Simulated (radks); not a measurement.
Values are calculated unless marked as measured or tabulated.
Dipole-allowed excitations along the series with 4 electrons in [He] 2s2. Code: a radial shooting solver on a logarithmic mesh with Libxc functionals. Model: scalar-relativistic Kohn-Sham, LB94 model potential, spin-unpolarised, spherical densities, finite nucleus; Fermi nuclear charge, rms radius of each element as measured or else 0.836 A^(1/3) + 0.57 fm. Time-dependent linear response with the Hartree and adiabatic LDA kernel, continuum included through the Sternheimer equations, no spin-orbit coupling, so fine structure and intercombination lines are absent. Lines are the poles of the dipole polarisability below minus the highest occupied eigenvalue, found on a grid refined at the orbital gaps; the lowest seven at most are given, and weak or close lines can be missed. The first line takes the name of the lowest orbital gap if no other gap lies below it; otherwise a line is named after a gap within 0.6 % of it, if that gap stands alone.

| species | -e(HOMO) (eV) | lowest orbital gap (eV) | first line (eV) | f | strongest line (eV) | its f | static alpha (bohr^3) | measured (eV) |
|---|---|---|---|---|---|---|---|---|
| B+ | 24.072 | 2s-2p 5.484 | 7.987 (2s-2p) | 0.852 | the first | 0.852 | 10.92 | 2s-2p 9.100 |
| C2+ | 46.328 | 2s-2p 7.610 | 10.995 (2s-2p) | 0.635 | the first | 0.635 | 4.347 | - |
| N3+ | 75.437 | 2s-2p 9.720 | 13.944 (2s-2p) | 0.509 | the first | 0.509 | 2.160 | - |
| O4+ | 111.38 | 2s-2p 11.832 | 16.875 (2s-2p) | 0.427 | 69.570 (unassigned) | 0.482 | 1.227 | - |
| F5+ | 154.17 | 2s-2p 13.955 | 19.811 (2s-2p) | 0.368 | 94.763 (unassigned) | 0.530 | 0.7628 | - |
| Ne6+ | 203.80 | 2s-2p 16.098 | 22.763 (2s-2p) | 0.325 | 123.78 (2s-3p) | 0.567 | 0.5058 | - |

Measured values: term averages from the NIST Handbook of Basic Atomic Spectroscopic Data.
